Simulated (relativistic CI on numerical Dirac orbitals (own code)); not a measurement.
Sensitivity of the levels of Os⁹⁺ to α and to the nuclear radius

Calculated at this level of theory: Dirac-Coulomb-Breit CI, separate exchange-only KLI orbitals for each configuration, derivatives by finite differences, unscaled Slater integrals, QED left out (own radial code, finite nucleus).

Configurations in the expansion (outside the closed core [Kr] 4d10): 4f14 5s2 5p5, 4f13 5s2 5p6, 4f14 5s 5p6, 4f14 5s2 5p4 5d, 4f14 5s 5p5 5d, 4f14 5s2 5p4 5f. Double excitations out of closed p, d and f shells are left out; levels of such configurations are missing from the list, as are those of other unlisted configurations, and high levels can miss mixing partners.

With x = (α/α₀)² − 1 an excitation energy changes as ω = ω₀ + qx; K = 2q/ω₀ is the relative enhancement. Terms are leading LS components, so labels can repeat. The field-shift factor is F = δν/δ⟨r²⟩ for the transition from the lowest level.

Lowest level 4f14 5s2 5p5 2P°_3/2.

```csv
Level,ω₀ (cm⁻¹),q (cm⁻¹),K,F (GHz/fm²)
4f14 5s2 5p5 2P°_1/2,113399,144300,2.54,-24
4f13 5s2 5p6 2F°_7/2,126650,-110300,-1.74,32.7
4f13 5s2 5p6 2F°_5/2,148330,-90520,-1.22,33.9
4f14 5s 5p6 2S_1/2,366867,119400,0.651,-212
4f14 5s2 5p4 5d 4D_3/2,383428,11150,0.0582,11.1
4f14 5s2 5p4 5d 4D_5/2,385231,15550,0.0807,10.9
4f14 5s2 5p4 5d 2P_1/2,391783,23370,0.119,-1.36
4f14 5s2 5p4 5d 4D_7/2,392829,20870,0.106,11.3
4f14 5s2 5p4 5d 4F_9/2,405595,23740,0.117,12.7
4f14 5s2 5p4 5d 2F_7/2,406633,16860,0.0829,12.2
4f14 5s2 5p4 5d 2D_3/2,420091,17350,0.0826,11.1
4f14 5s2 5p4 5d 2D_5/2,443799,29700,0.134,12.1
4f14 5s2 5p4 5d 4P_1/2,446854,89410,0.4,-72.4
```

At this charge transitions that keep the count of f electrons are usually good to a few per cent. Levels and lines within the n = 5 or 6 shells can be off by up to 10 % or somewhat more, and those that change n by about 2 %, since core polarisation is missing. Levels that differ in their count of f electrons can be misplaced by several ten thousand cm⁻¹, since the correlation energy of f electrons is missing or only estimated; rates across such gaps can be off by orders of magnitude.
